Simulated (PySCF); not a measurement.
Species: C3H5AlBrN.
Bonds: C1–C2 (double), C2–Br3, C2–C4, C4–N5 (triple), N5–Al6. Hydrogens: H7, H8 on C1; H9, H10, H11 on Al6.

Computed, not measured: PySCF, PBE0-D3(BJ)/def2-SVP geometry optimisation, gas phase.

How far are the bound atoms from Al6?

4 atoms: H11 1.603 Å, H10 1.603 Å, H9 1.604 Å, N5 2.035 Å. The nearest atom not counted as bound is C4, at 3.19 Å.

List the angles at Al6.

| angle | degrees | distance of the outer atoms (Å) |
| --- | --- | --- |
| H10–Al6–H11 | 117.8 | 2.75 |
| H9–Al6–H11 | 117.7 | 2.75 |
| H9–Al6–H10 | 117.6 | 2.74 |
| N5–Al6–H11 | 99.2 | 2.79 |
| N5–Al6–H10 | 98.9 | 2.78 |
| N5–Al6–H9 | 98.1 | 2.76 |

What is the shape at Al6?

Distorted tetrahedral: angles from 98.1° to 117.8°; τ4 = (360° − α − β)/141° = 0.88 with α and β the two widest (0 for a square, 1 for a tetrahedron).

What are the other bond lengths?

C1=C2 1.339 Å; C2–Br3 1.880 Å; C2–C4 1.424 Å; C4≡N5 1.154 Å; C1–H7 1.092 Å; C1–H8 1.093 Å.

Give some angles away from the centre.

C1–C2–Br3 123.8°, C1–C2–C4 121.9°, Br3–C2–C4 114.3°, C2–C4–N5 179.7°, C4–N5–Al6 178.4°.

What are the rotational constants (commonest isotopes, rigid rotor)?

A = 4263, B = 639.6, C = 560.8 MHz: a near-prolate asymmetric top.

Point group: near Cs, missed by 0.33 Å at most; the miss may be what the optimiser left on a soft mode. Charge 0, singlet. No frequency check.

On one thread, Arm Neoverse V1 (aarch64) (shared host), this took 91 s of wall time and 0.52 GiB of memory at its peak. This is the geometry optimisation.
